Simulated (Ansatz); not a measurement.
Geometry optimisation, RKS B3LYP/def2-SVP in Ansatz 0.2.0.

The input (input.yaml):

```yaml
crystal:
  periodic: [false, false, false]
  atoms:
    - { symbol: Hf, position_ang: [0.174383, -0.746056, -0.668169] }
    - { symbol: F, position_ang: [0.357333, 0.753068, 2.122666] }
    - { symbol: Cl, position_ang: [2.277428, 0.265753, -1.031085] }
    - { symbol: O, position_ang: [-1.323812, 0.443944, -0.740634] }
    - { symbol: Si, position_ang: [-2.565393, 1.57678, -0.852726] }
    - { symbol: H, position_ang: [-3.682444, 1.142432, 0.028472] }
    - { symbol: H, position_ang: [-2.05462, 2.905741, -0.423318] }
    - { symbol: H, position_ang: [-3.022092, 1.6349, -2.268058] }
    - { symbol: Cl, position_ang: [-0.200863, -2.537951, -2.148451] }
    - { symbol: H, position_ang: [0.146436, -1.551618, 1.001038] }
    - { symbol: H, position_ang: [0.310043, -0.170493, 2.232465] }
basis:
  gaussian: { orbitals: def2-SVP }
hamiltonian:
  xc: b3lyp
relax:
  f_tol: 0.03
  max_steps: 50
```

Launched with:

```bash
$ ansatz run input.yaml --threads 4 --pin off --max-ram 5120MiB --backend cpu --events-out ev --progress --plain --runs-dir out
```

Question: Where does it end, and by what steps?

Answer: It converged. The force dipped under the threshold on the way, but the program's further checks kept it going. After 43 steps the energy has fallen by 2.006 eV; H10 moved furthest, 2.07 Å. Parted: Hf1–H10 (1.85 → 4.35 Å), F2–H11 (0.93 → 2.58 Å). Joined: Hf1–F2 (3.17 → 1.91 Å), H10–H11 (1.86 → 0.76 Å).

```json
{"step": "0", "energy less start (eV)": "0.0000", "largest force component (eV/Å)": "0.295", "accepted": "yes"}
{"step": "2", "energy less start (eV)": "-0.1086", "largest force component (eV/Å)": "0.366", "accepted": "yes"}
{"step": "4", "energy less start (eV)": "-0.1187", "largest force component (eV/Å)": "1.135", "accepted": "no"}
{"step": "6", "energy less start (eV)": "-0.2440", "largest force component (eV/Å)": "0.378", "accepted": "yes"}
{"step": "8", "energy less start (eV)": "-0.2544", "largest force component (eV/Å)": "0.274", "accepted": "yes"}
{"step": "10", "energy less start (eV)": "-0.2973", "largest force component (eV/Å)": "0.815", "accepted": "yes"}
{"step": "12", "energy less start (eV)": "-0.5240", "largest force component (eV/Å)": "4.556", "accepted": "yes"}
{"step": "14", "energy less start (eV)": "-1.5397", "largest force component (eV/Å)": "0.699", "accepted": "yes"}
{"step": "16", "energy less start (eV)": "-1.6275", "largest force component (eV/Å)": "2.307", "accepted": "no"}
{"step": "18", "energy less start (eV)": "-1.7935", "largest force component (eV/Å)": "0.379", "accepted": "yes"}
{"step": "20", "energy less start (eV)": "-1.9415", "largest force component (eV/Å)": "0.213", "accepted": "yes"}
{"step": "22", "energy less start (eV)": "-1.9899", "largest force component (eV/Å)": "0.195", "accepted": "yes"}
{"step": "24", "energy less start (eV)": "-1.9983", "largest force component (eV/Å)": "0.055", "accepted": "yes"}
{"step": "26", "energy less start (eV)": "-1.9909", "largest force component (eV/Å)": "0.631", "accepted": "no"}
{"step": "28", "energy less start (eV)": "-1.9997", "largest force component (eV/Å)": "0.178", "accepted": "yes"}
{"step": "30", "energy less start (eV)": "-2.0012", "largest force component (eV/Å)": "0.005", "accepted": "yes"}
{"step": "32", "energy less start (eV)": "-2.0023", "largest force component (eV/Å)": "0.057", "accepted": "yes"}
{"step": "34", "energy less start (eV)": "-2.0030", "largest force component (eV/Å)": "0.023", "accepted": "yes"}
{"step": "36", "energy less start (eV)": "-2.0038", "largest force component (eV/Å)": "0.082", "accepted": "yes"}
{"step": "38", "energy less start (eV)": "-2.0045", "largest force component (eV/Å)": "0.083", "accepted": "yes"}
{"step": "40", "energy less start (eV)": "-2.0056", "largest force component (eV/Å)": "0.037", "accepted": "yes"}
{"step": "42", "energy less start (eV)": "-2.0060", "largest force component (eV/Å)": "0.039", "accepted": "yes"}
{"step": "43", "energy less start (eV)": "-2.0062", "largest force component (eV/Å)": "0.023", "accepted": "yes"}
```

```xyz
11
Properties=species:S:1:pos:R:3
Hf 0.654 0.035 -0.830
F 1.195 -0.192 0.990
Cl 2.199 1.435 -1.943
O -1.073 0.877 -0.837
Si -2.582 1.623 -0.847
H -3.504 0.855 0.033
H -2.433 3.014 -0.340
H -3.101 1.641 -2.242
Cl 0.492 -2.075 -1.886
H -1.026 -1.952 2.660
H -0.404 -1.545 2.494
```

Whether the end is a true minimum wasn't checked by a vibrational analysis.

Time of the run: 3 min on 4 threads of Arm Neoverse V1, on a shared host, peak memory 0.4 GiB.
